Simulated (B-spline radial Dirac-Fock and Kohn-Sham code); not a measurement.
# Energy-loss ionisation edge M3 of Te

System: the free tellurium atom, configuration [Kr] 4d10 5s2 5p4. Level of theory: the first Born approximation with generalised oscillator strengths from a Dirac-Hartree-Slater potential (longitudinal and transverse terms; continuum final states only, so no white lines or fine structure); a radial finite-basis atomic code. The edge is taken at 820.8 eV (tabulated value).

Input file task.json (cfg lists n, l and occupation; rrms is the nuclear radius in fm):

```json
{"items": [{
  "Z": 52,
  "q": 0,
  "cfg": [[1, 0, 2], [2, 0, 2], [2, 1, 6], [3, 0, 2], [3, 1, 6], [3, 2, 10], [4, 0, 2], [4, 1, 6], [4, 2, 10], [5, 0, 2], [5, 1, 4]],
  "A": 130,
  "rrms": 4.7423,
  "do": "eels",
  "beams": [[80, 50], [80, 100], [100, 10], [100, 20], [100, 50], [120, 20], [120, 50], [200, 50], [200, 100], [300, 5], [300, 10], [300, 20], [300, 50], [300, 100]],
  "edges": {"M3": 820.8}
}]}
```

Launch: `python xray2_run.py task.json out`

Partial cross sections σ(β, Δ) in barn, integrated over a window Δ above the edge and up to the collection semi-angle β, for parallel illumination:

```
E₀ (kV)  β (mrad)  Δ = 25 eV  Δ = 50 eV  Δ = 100 eV  Δ = 200 eV  Δ = 300 eV
     80        50        381        816        1540        2670        3520
     80       100        469       1040        1980        3490        4650
    100        10        124        244         456         785        1020
    100        20        214        434         817        1420        1860
    100        50        350        754        1420        2480        3280
    120        20          ?          ?           ?           ?           ?
    120        50        326        706        1340        2330        3090
    200        50        270        590        1120        1970        2620
    200       100        287        634        1210        2140        2880
    300         5       86.3        170         319         556         730
    300        10        134        269         507         889        1180
    300        20        186        388         734        1290        1700
    300        50        237        519         988        1750        2340
    300       100        243        534        1020        1810        2430
```

Q: Give the row for 120 kV and 20 mrad.

A: 209 b for 25 eV, 425 b for 50 eV, 799 b for 100 eV, 1390 b for 200 eV, 1830 b for 300 eV.

Values without a named source are computed, but for edge energies of neutral atoms, which are taken from tables.
